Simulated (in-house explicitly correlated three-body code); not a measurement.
Computed with an exponentially correlated three-body code. Model: two electrons around a point charge, non-relativistic, variational in 260 exponentially correlated functions (energies converged to about 1e-7 hartree, or 1e-8 relative for large Z).

For this charge the correlation energy is taken as exact minus Hartree-Fock, from which it differs by microhartrees, and the kinetic parts follow from it.

For two electrons in a singlet the Kohn-Sham orbital is the square root of half the density, so the exact Kohn-Sham potential and energy parts follow from the density alone, and exchange is minus half the Hartree energy. The Kohn-Sham level equals minus the binding energy of the second electron.

Command:
```bash
python run_hyl.py task.json out
```
Settings (lengths in bohr, energies in hartree):
```
Z                      12
interaction_strength   1
functions              260
states_tried           13
```

Run time, properties included: 16 s on 1 thread of AMD EPYC 9R45 96-Core Processor (Zen 5), with other jobs on the host.

**Those bound S and P states to n = 4 that converged, binding against the one-electron ion.**

Given: nuclear charge 12.

Computed: one-electron threshold -72 hartree.

| term | energy (hartree) | binding (eV) | quantum defect |
| --- | --- | --- | --- |
| 1 1S | -136.656948 | 1759.4 | 0.03268 |
| 2 3S | -87.7926965 | 429.74 | 0.042735 |
| 2 3P | ? | ? | ? |
| 2 1S | -87.3318449 | 417.2 | 0.013537 |
| 2 1P | -87.0363891 | 409.16 | -0.0058844 |
| 3 3S | ? | ? | ? |
| 3 3P | -78.7906295 | 184.78 | 0.015149 |
| 3 1S | -78.7861598 | 184.66 | 0.014166 |
| 3 1P | -78.700454 | 182.33 | -0.0048692 |
| 4 3S | -75.8578753 | 104.98 | 0.039923 |
| 4 3P | -75.8096971 | 103.67 | 0.014962 |
| 4 1S | -75.8085578 | 103.64 | 0.014366 |
| 4 1P | -75.7727011 | 102.66 | -0.0045294 |

(1) What belongs in the row 2 3P?

(2) What belongs in the row 3 3S?

**Converged states only, values per electron or pair.**

```
term  mean r (bohr)  mean r squared (bohr²)  mean inverse r (1/bohr)  mean r12 (bohr)  mean inverse r12 (1/bohr)  mean cosine  mean p1 dot p2 (bohr⁻²)  delta r1 (bohr⁻³)  delta r12 (bohr⁻³)
1 1S        0.12905                0.022296                   11.688           0.1897                     7.1868    -0.011078                   1.4833             520.12              58.309
2 3S        0.32467                 0.17061                    7.406          0.54542                      2.159   -0.0037751                  0.11487             304.67                   -
2 3P        0.28568                 0.13005                   7.3871          0.47623                     2.5583    -0.073767                  -9.5471             273.29                   -
2 1S        0.33157                 0.17934                   7.3841          0.55276                     2.5552    -0.005991                  0.13145             303.32              10.464
2 1P              ?                       ?                        ?                ?                          ?            ?                        ?                  ?                   ?
3 3S        0.66024                 0.82176                   6.6198           1.2044                     1.0594   -0.0012761                 0.033977             283.62                   -
3 3P        0.62465                  0.7386                   6.6145           1.1351                     1.1669    -0.017535                  -2.2061             274.59                   -
3 1S        0.67026                 0.84969                    6.614           1.2229                     1.1645   -0.0019193                 0.041954             283.33              3.0389
3 1P        0.63244                 0.75899                     6.61           1.1465                     1.2388     0.013537                   2.2711             275.07             0.95242
4 3S         1.1322                  2.5845                   6.3473           2.1443                    0.62062  -0.00055751                 0.014286             278.62                   -
4 3P         1.0999                  2.4519                   6.3452           2.0805                    0.66441   -0.0068866                 -0.85747             274.85                   -
4 1S              ?                       ?                        ?                ?                          ?            ?                        ?                  ?                   ?
4 1P         1.1102                  2.5009                   6.3433           2.0995                    0.69424    0.0052949                  0.89861             275.03             0.41112
```

(3) What belongs in the row 2 1P?

(4) What belongs in the row 4 1S?

**Exact Kohn-Sham parts of the ground state from its density.**

Computed: total energy -136.656948 hartree; Kohn-Sham kinetic 136.61 hartree; Hartree energy 14.555 hartree; kinetic part of the DFT correlation energy 0.044903 hartree; potential part of the DFT correlation energy -0.090757 hartree; exact minus restricted Hartree-Fock -0.045854 hartree; Kohn-Sham level -1759.4 eV; restricted Hartree-Fock level -1759.7 eV; dipole polarisability 0.00049109 bohr³.

(5) What is the exchange energy?

(6) What is the C6 of two such species?

**Density and exact potentials over r, pair density (one pair, times 4 pi r12^2) and exact minus Kohn-Sham pair density over r12.**

```json
{"radius (bohr)": "0.035", "radial density (electrons/bohr)": "6.9393", "exchange potential (hartree)": "-10.794", "intracule density (1/bohr)": "0.83147", "Coulomb hole against Kohn-Sham (1/bohr)": "-0.04687", "correlation potential (hartree)": "-0.014"}
{"radius (bohr)": "0.0406", "radial density (electrons/bohr)": "8.1742", "exchange potential (hartree)": "-10.557", "intracule density (1/bohr)": "1.0854", "Coulomb hole against Kohn-Sham (1/bohr)": "-0.05656", "correlation potential (hartree)": "-0.007"}
{"radius (bohr)": "0.047", "radial density (electrons/bohr)": "9.4113", "exchange potential (hartree)": "-10.272", "intracule density (1/bohr)": "1.3979", "Coulomb hole against Kohn-Sham (1/bohr)": "-0.06639", "correlation potential (hartree)": "-0.001"}
{"radius (bohr)": "0.0544", "radial density (electrons/bohr)": "10.581", "exchange potential (hartree)": "-9.9329", "intracule density (1/bohr)": "1.7776", "Coulomb hole against Kohn-Sham (1/bohr)": "-0.07548", "correlation potential (hartree)": "0.006"}
{"radius (bohr)": "0.063", "radial density (electrons/bohr)": "11.581", "exchange potential (hartree)": "-9.533", "intracule density (1/bohr)": "2.2268", "Coulomb hole against Kohn-Sham (1/bohr)": "-0.08244", "correlation potential (hartree)": "0.012"}
{"radius (bohr)": "0.073", "radial density (electrons/bohr)": "12.283", "exchange potential (hartree)": "-9.0699", "intracule density (1/bohr)": "2.7362", "Coulomb hole against Kohn-Sham (1/bohr)": "-0.08532", "correlation potential (hartree)": "0.017"}
{"radius (bohr)": "0.0846", "radial density (electrons/bohr)": "12.558", "exchange potential (hartree)": "-8.5461", "intracule density (1/bohr)": "3.2793", "Coulomb hole against Kohn-Sham (1/bohr)": "-0.08203", "correlation potential (hartree)": "0.02"}
{"radius (bohr)": "0.098", "radial density (electrons/bohr)": "12.305", "exchange potential (hartree)": "-7.9694", "intracule density (1/bohr)": "3.808", "Coulomb hole against Kohn-Sham (1/bohr)": "-0.07092", "correlation potential (hartree)": "0.02"}
{"radius (bohr)": "0.113", "radial density (electrons/bohr)": "?", "exchange potential (hartree)": "?", "intracule density (1/bohr)": "?", "Coulomb hole against Kohn-Sham (1/bohr)": "?", "correlation potential (hartree)": "?"}
{"radius (bohr)": "0.131", "radial density (electrons/bohr)": "10.171", "exchange potential (hartree)": "-6.7146", "intracule density (1/bohr)": "4.5407", "Coulomb hole against Kohn-Sham (1/bohr)": "-0.02622", "correlation potential (hartree)": "0.016"}
{"radius (bohr)": "0.152", "radial density (electrons/bohr)": "8.4002", "exchange potential (hartree)": "-6.0441", "intracule density (1/bohr)": "4.5918", "Coulomb hole against Kohn-Sham (1/bohr)": "0.002673", "correlation potential (hartree)": "0.013"}
{"radius (bohr)": "0.176", "radial density (electrons/bohr)": "?", "exchange potential (hartree)": "?", "intracule density (1/bohr)": "?", "Coulomb hole against Kohn-Sham (1/bohr)": "?", "correlation potential (hartree)": "?"}
{"radius (bohr)": "0.204", "radial density (electrons/bohr)": "4.5351", "exchange potential (hartree)": "-4.7554", "intracule density (1/bohr)": "3.7936", "Coulomb hole against Kohn-Sham (1/bohr)": "0.04357", "correlation potential (hartree)": "0.006"}
{"radius (bohr)": "0.237", "radial density (electrons/bohr)": "2.8572", "exchange potential (hartree)": "-4.1536", "intracule density (1/bohr)": "3.0003", "Coulomb hole against Kohn-Sham (1/bohr)": "0.04655", "correlation potential (hartree)": "0.003"}
{"radius (bohr)": "0.274", "radial density (electrons/bohr)": "1.6284", "exchange potential (hartree)": "-3.6225", "intracule density (1/bohr)": "2.1421", "Coulomb hole against Kohn-Sham (1/bohr)": "0.03839", "correlation potential (hartree)": "0.001"}
{"radius (bohr)": "0.318", "radial density (electrons/bohr)": "0.79746", "exchange potential (hartree)": "-3.1351", "intracule density (1/bohr)": "1.3279", "Coulomb hole against Kohn-Sham (1/bohr)": "0.02443", "correlation potential (hartree)": "0.001"}
{"radius (bohr)": "0.368", "radial density (electrons/bohr)": "0.33887", "exchange potential (hartree)": "-2.7144", "intracule density (1/bohr)": "0.71328", "Coulomb hole against Kohn-Sham (1/bohr)": "0.01169", "correlation potential (hartree)": "0.002"}
```

(7) What belongs in the row 0.113?

(8) What belongs in the row 0.176?

## Answers

(1) energy (hartree): -87.3657228; binding (eV): 418.12; quantum defect: 0.015728.

(2) energy (hartree): -78.9078728; binding (eV): 187.97; quantum defect: 0.040587.

(3) mean r (bohr): 0.29119; mean r squared (bohr²): 0.13592; mean inverse r (1/bohr): 7.3702; mean r12 (bohr): 0.46771; mean inverse r12 (1/bohr): 2.811; mean cosine: 0.057025; mean p1 dot p2 (bohr⁻²): 9.2813; delta r1 (bohr⁻³): 275.43; delta r12 (bohr⁻³): 2.9645.

(4) mean r (bohr): 1.1455; mean r squared (bohr²): 2.6498; mean inverse r (1/bohr): 6.345; mean r12 (bohr): 2.1703; mean inverse r12 (1/bohr): 0.66313; mean cosine: -0.00082843; mean p1 dot p2 (bohr⁻²): 0.018135; delta r1 (bohr⁻³): 278.51; delta r12 (bohr⁻³): 1.2701.

(5) -7.2776 hartree.

(6) 1.0401e-05 hartree·bohr⁶.

(7) radial density (electrons/bohr): 11.518; exchange potential (hartree): -7.3684; intracule density (1/bohr): 4.2454; Coulomb hole against Kohn-Sham (1/bohr): -0.05226; correlation potential (hartree): 0.019.

(8) radial density (electrons/bohr): 6.4533; exchange potential (hartree): -5.3894; intracule density (1/bohr): 4.344; Coulomb hole against Kohn-Sham (1/bohr): 0.02777; correlation potential (hartree): 0.009.
